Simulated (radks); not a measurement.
The numbers below are computed, except where a source is named.
The oxygen ion O4+, 4 electrons, occupied as [He] 2s2. Level of theory: non-relativistic Kohn-Sham, PBE, spin-unpolarised, spherical densities, point nucleus (a radial shooting solver on a logarithmic mesh with Libxc functionals).

Normalised radial functions P(r) = r R(r), r in bohr:

r,1s,2s
0.01249,0.4889,0.1405
0.01525,0.5841,0.1677
0.01863,0.6944,0.1992
0.02275,0.8206,0.2352
0.02757,0.9568,0.2738
0.03367,1.1132,0.3176
0.04113,1.2813,0.3641
0.04983,1.4489,0.4092
0.06086,1.6217,0.4535
0.07434,1.7812,0.4903
0.09007,1.9075,0.5126
0.11,1.9941,0.5141
0.1344,2.0164,0.4840
0.1641,1.9587,0.4123
0.1989,1.8202,0.2963
0.2429,1.5927,0.1220
0.2967,1.2993,-0.1037
0.3595,0.9867,-0.3554
0.4391,0.6699,-0.6272
0.5363,0.4025,-0.8712
0.6498,0.2152,-1.0368
0.7936,0.0940,-1.0951
0.9694,0.0330,-1.0179
1.184,0.0089,-0.8257
1.435,0.0019,-0.5863
1.752,0.0002,-0.3468
2.14,0.0000,-0.1670
2.593,0.0000,-0.0655
3.167,0.0000,-0.0185

1s: eigenvalue -620.01 eV, 0 radial nodes, <r> = 0.199 bohr, 90 % of the charge inside 0.356 bohr. 2s: eigenvalue -102.64 eV, 1 radial node at r = 0.272 bohr, <r> = 0.932 bohr, 90 % of the charge inside 1.43 bohr.
